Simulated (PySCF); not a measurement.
Compound: C6H7F3OS.
SMILES with atom numbers: `[O:1]=[S@@:2]1[CH2:3][CH2:4][C@@H:5]([C:6]([F:7])=[C:8]([F:9])[F:10])[CH2:11]1` (hydrogens: H12, H13 on C3; H14, H15 on C4; H16 on C5; H17, H18 on C11)

The same species was optimised twice, with GFN2-xTB and with PBE0-D3(BJ)/def2-SVP (PySCF), and the same property calculations (PySCF, gas phase) were run on both structures.

```csv
coordinate,GFN2-xTB,PBE0-D3(BJ)/def2-SVP,change
O1=S2 (Å),1.459,1.505,+0.046
S2–C11 (Å),1.864,1.827,-0.037
C8–F10 (Å),1.328,1.311,-0.017
C8–F9 (Å),1.323,1.307,-0.016
S2–C3 (Å),1.869,1.854,-0.015
C3–C4 (Å),1.514,1.530,+0.016
C5–C6 (Å),1.496,1.482,-0.014
C6–F7 (Å),1.349,1.340,-0.009
C6=C8 (Å),1.327,1.333,+0.006
C4–C5 (Å),1.534,1.540,+0.006
C5–C11 (Å),1.524,1.527,+0.003
S2–C11–C5 (°),106.8,103.4,-3.4
C3–C4–C5 (°),105.8,108.2,+2.4
O1–S2–C11 (°),106.6,104.5,-2.1
C6–C8–F9 (°),126.2,124.5,-1.7
F9–C8–F10 (°),110.8,112.2,+1.4
C6–C5–C11 (°),111.5,112.8,+1.3
C4–C5–C6 (°),112.0,113.2,+1.2
C3–S2–C11 (°),90.9,89.8,-1.1
C4–C5–C6–F7 (°),59,62,+3
```

Rotational constants: A = 2053, B = 474.2, C = 446.6 MHz (GFN2-xTB) against A = 1960, B = 508.6, C = 465.2 MHz (PBE0-D3(BJ)/def2-SVP). Some torsions differ by more than 30° (O1–S2–C3–C4 -118° against -87°), so the changes below aren't those of bond lengths and angles alone. Point groups within 0.08 Å: C1 and C1. Atoms that the bonding makes alike are paired by their places after alignment.

On the GFN2-xTB structure: HOMO (eV) -6.71 [PBE0/pcSseg-1]; LUMO (eV) 0.09 [PBE0/pcSseg-1]; dipole (D) 2.84 [PBE0/pcSseg-1]; GIAO shielding of O1 (ppm) 252.2 [PBE0/pcSseg-1]; GIAO shielding of S2 (ppm) 133.0 [PBE0/pcSseg-1]; GIAO shielding of C3 (ppm) 121.1 [PBE0/pcSseg-1]; GIAO shielding of C4 (ppm) 152.0 [PBE0/pcSseg-1]; GIAO shielding of C5 (ppm) 144.8 [PBE0/pcSseg-1]; GIAO shielding of C6 (ppm) 49.7 [PBE0/pcSseg-1]; GIAO shielding of F7 (ppm) 378.8 [PBE0/pcSseg-1]; GIAO shielding of C8 (ppm) 20.6 [PBE0/pcSseg-1].

Task: What do these properties become on the PBE0-D3(BJ)/def2-SVP structure?

Result: 
```csv
property,level,on GFN2-xTB,on PBE0-D3(BJ)/def2-SVP,change
HOMO (eV),PBE0/pcSseg-1,-6.71,-6.81,-0.10
LUMO (eV),PBE0/pcSseg-1,0.09,0.06,-0.03
dipole (D),PBE0/pcSseg-1,2.84,3.13,+0.29
"energy, GFN2-xTB geometry as zero (kcal/mol)",PBE0/pcSseg-1,0.0,-3.3,-3.3
GIAO shielding of O1 (ppm),PBE0/pcSseg-1,252.2,242.8,-9.4
GIAO shielding of S2 (ppm),PBE0/pcSseg-1,133.0,147.0,+14.0
GIAO shielding of C3 (ppm),PBE0/pcSseg-1,121.1,125.4,+4.3
GIAO shielding of C4 (ppm),PBE0/pcSseg-1,152.0,155.3,+3.3
GIAO shielding of C5 (ppm),PBE0/pcSseg-1,144.8,146.1,+1.3
GIAO shielding of C6 (ppm),PBE0/pcSseg-1,49.7,51.2,+1.5
GIAO shielding of F7 (ppm),PBE0/pcSseg-1,378.8,380.0,+1.2
GIAO shielding of C8 (ppm),PBE0/pcSseg-1,20.6,22.7,+2.1
```

The heavy atoms differ by 0.217 Å rms after alignment. Among bonds between heavy atoms O1=S2 changes most (+0.046 Å). Changes are differences of the printed values. Neither structure is proved a minimum here.
